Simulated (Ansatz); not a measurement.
## What each rung costs, and what it gives

Saddle point of GaH3BrCl, closed shell (GaH₂Br ([GaH2][Br]) + HCl → GaH₂Cl ([Cl][GaH2]) + HBr (still joined by a long Ga–Br bond); bonds formed: Br2–H5; dative contacts that become bonds: Ga1–Cl6; bonds broken: H5–Cl6; bonds weakened to dative contacts: Ga1–Br2), PBE0-D4/def2-TZVP structure:

```
atom    x (Å)    y (Å)    z (Å)
 Ga1  -0.4046  -0.5930   0.3941
 Br2  -0.6021   1.8026  -0.5774
  H3  -1.2084  -1.4963  -0.5759
  H4  -0.3584  -0.4089   1.9326
  H5   0.8170   1.0231  -0.7203
 Cl6   1.7564  -0.3275  -0.4532
```

Barriers are electronic and count from the start structure reached by relaxing down the imaginary mode.

Ansatz 0.2.0; basis: as named in each row; cores frozen in the correlated methods. Filled d shells of the heavier atoms are correlated. The def2 sets are not built for correlating such inner shells, so the correlated values are less sure here. B3LYP uses VWN-RPA correlation. Extrapolation: Hartree–Fock as exp(−7.88 √X), correlation as X^−2.97.

Times are rough, for one single point on 4 threads of a shared host (Intel Xeon).

The estimate by CCSD(T) at an estimated basis limit (MP2 extrapolated from triple and quadruple zeta, plus CCSD(T) − MP2 in triple zeta) is 7.58 kcal/mol.

| method | basis | time (s) | barrier (kcal/mol) | method less estimate |
| --- | --- | --- | --- | --- |
| HF | STO-3G | under 1 | -2.71 | -10.29 |
| SPW92 | def2-SVP | under 1 | -1.87 | -9.45 |
| PBE-D4 | def2-SVP | 1 | 1.89 | -5.69 |
| SPW92 | def2-TZVPP | 2 | -1.07 | -8.65 |
| PBE-D4 | STO-3G | 2 | -19.01 | -26.59 |
| B3LYP-D4 | 6-31G | 2 | 4.42 | -3.16 |
| PBE0-D4 | def2-SVP | 2 | 4.77 | -2.81 |
| PBE-D4 | def2-TZVPP | 2 | 2.46 | -5.12 |
| BLYP-D4 | def2-TZVPP | 3 | 4.73 | -2.85 |
| B3LYP-D4 | def2-TZVPP | 4 | 6.55 | -1.03 |
| PBE0-D4 | def2-TZVPP | 4 | 4.95 | -2.63 |
| r2SCAN-D4 | def2-TZVPP | 4 | 3.62 | -3.96 |
| BHLYP-D4 | def2-TZVPP | 4 | 9.67 | 2.09 |
| RPA on PBE | def2-TZVPP | 5 | 7.69 | 0.11 |
| CAM-B3LYP-D4 | def2-TZVPP | 5 | 7.84 | 0.26 |
| wB97M-V | def2-SVP | 6 | 7.70 | 0.12 |
| r2SCAN0-D4 | def2-TZVPP | 6 | 5.63 | -1.95 |
| B2PLYP | def2-TZVPP | 6 | 7.34 | -0.24 |
| PBE-QIDH | def2-TZVPP | 7 | 6.77 | -0.81 |
| CCSD(T) | def2-SVP | 8 | 11.11 | 3.53 |
| B97M-V | def2-TZVPP | 8 | 6.95 | -0.63 |
| wB97X-V | def2-TZVPP | 9 | 8.43 | 0.85 |
| wB97M-V | def2-TZVPP | 11 | 8.24 | 0.66 |
| MP2 | def2-QZVPP | 25 | 6.41 | -1.17 |
| CCSD(T) | def2-TZVPP | 65 | 8.27 | 0.69 |

All methods are single points on the PBE0-D4 structures; a negative value means that the method puts the saddle structure below the start.

The T1 diagnostic stays at or below 0.011.

Labels in which every atom is bracketed show which atoms are joined, not bond orders.
